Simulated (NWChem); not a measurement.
HfHF₃; SMILES [F][HfH]([F])[F]

def2 effective core potentials on Hf; no spin-orbit coupling.

Give the equilibrium geometry at PBE0/def2-SVP with def2 effective core potentials on Hf (NWChem) as a Z-matrix, with the point group.

point group C3v; any orientation.
```
Hf
F 1 1.9010
F 1 1.9010 2 112.81
F 1 1.9010 2 112.81 3 -129.27
H 1 1.8374 2 105.89 3 115.37
```
